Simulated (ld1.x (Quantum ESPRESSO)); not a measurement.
## Configuration tests for nitrogen (N) (TM)

| Quantity | Value |
| --- | --- |
| Element | nitrogen |
| Generator | ld1.x (Quantum ESPRESSO) 7.5 |
| Type | norm-conserving Troullier–Martins (Kleinman–Bylander form) |
| Functional | PBEsol |
| Relativity | scalar-relativistic |
| Frozen core | [He] |
| Valence charge | 5 |
| Reference configuration | 2s2 2p3 |
| Partial waves | 2s (bound): rc 0.75 bohr; 2p (bound): rc 2.50 bohr |
| Local potential | the p channel |
| Core correction | none |

Energies are relative to the spin-unpolarised reference configuration 2s2 2p3; without spin polarisation the order of configurations can differ from experiment. The frozen-core shift is the all-electron ΔE with the core orbitals held at their reference shape minus the fully relaxed ΔE.

(1) Give the all-electron excitation energy and the error of the potential for: 2s2 2p2; 2s2 2p1; 2s2 2p0; 2s2 2p2.5; 2s2 2p3.3; 2s1 2p3; 2s1 2p0.

Answers

(1)

```
valence configuration  charge  ΔE all-electron (eV)  error AE − PS (meV)  frozen-core shift (meV)
              2s2 2p2      +1                13.521                  +56                     +0.2
              2s2 2p1      +2                42.258                 +726                     +2.3
              2s2 2p0      +3                89.143                +3106                      +13
            2s2 2p2.5    +0.5                 5.063                 +3.1                      0.0
            2s2 2p3.3    -0.3                -1.604                 -2.2                      0.0
              2s1 2p3      +1                25.236                 -213                     +0.6
              2s1 2p0      +4               166.660                +5091                      +41
```
